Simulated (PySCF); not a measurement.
1,1-dichloro-2,2-difluoroethane (C2H2Cl2F2), SMILES FC(F)C(Cl)Cl. Geometry optimised at PBE-D3(BJ)/def2-SVP. The values are those of a single conformer.

Computed equilibrium geometry at PBE-D3(BJ)/def2-SVP (PySCF confirms it by a frequency run) as a Z-matrix (one conformer of several):
```
C
H 1 1.1060
C 1 1.5369 2 109.14
F 3 1.3529 1 111.16 2 -175.44
F 3 1.3619 4 108.85 1 -119.80
H 3 1.1154 4 109.21 5 -118.99
Cl 1 1.7813 2 107.55 3 -120.42
Cl 1 1.7899 2 107.45 3 118.21
```
Charge 0, spin multiplicity 1.
